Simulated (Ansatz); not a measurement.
Consider the redistribution: `[CH3][Cd][O]C(C)(C)C` + `[F][Ge][Cl]` → `[CH3][Cd][Cl]` + `CC(C)(C)[O][Ge][F]`.

Program: Ansatz. Geometries: PBE0-D4/def2-TZVP. ΔE: electronic, gas phase. CCSD(T)/CBS adds triple-zeta CCSD(T) − MP2 to the extrapolated MP2 energy (def2 sets, frozen cores). DFT in def2-TZVPP. B3LYP here is the variant with VWN-RPA as its local correlation; programs differ in this. def2 core potentials past Kr. For Cd, Ge outer-core shells are correlated without core-valence functions, which leaves a few kJ/mol of doubt a bond. Scalar relativity is left out up to krypton. One conformer a species, not always the lowest.

Question: Is it downhill or uphill in electronic energy at CCSD(T)/CBS, and by how much? (Best estimate.)

Answer: Computed: Downhill: ΔE = -23.4 kcal/mol.

Question: What do these levels give: PBE-D4, B3LYP-D4, ωB97X-V, B2PLYP, PBE0, CAM-B3LYP, HF/def2-SVP, MP2/def2-SVP, HF/def2-TZVPP, HF/def2-QZVPP, SCS-MP2/def2-QZVPP, HF/CBS(def2)? (An estimate is asked.)

Answer: Computed: PBE-D4 -19.7, B3LYP-D4 -22.3, ωB97X-V -23.8, B2PLYP -22.6, PBE0 -22.1, CAM-B3LYP -23.7, HF/def2-SVP -29.4, MP2/def2-SVP -24.5, HF/def2-TZVPP -28.3, HF/def2-QZVPP -27.9, SCS-MP2/def2-QZVPP -23.4, HF/CBS(def2) -27.9 kcal/mol.

Largest T1 diagnostic among the species: 0.014.

Leaving LDA and LC-ωPBE aside and taking each functional with its dispersion term where it has one, the values, not all of them listed here, spread over 6.0 kcal/mol, from BHLYP-D4 to revPBE-D4. LDA lies −1.2 kcal/mol from PBE without D4. From BLYP to BHLYP (50 % exact exchange), in def2-TZVPP and without D4, ΔE moves by −5.1 kcal/mol. In def2-TZVPP, CCSD(T) changes the Hartree–Fock value by +5.6 kcal/mol (the triples alone add +0.9 kcal/mol) and MP2 by +5.4 kcal/mol.
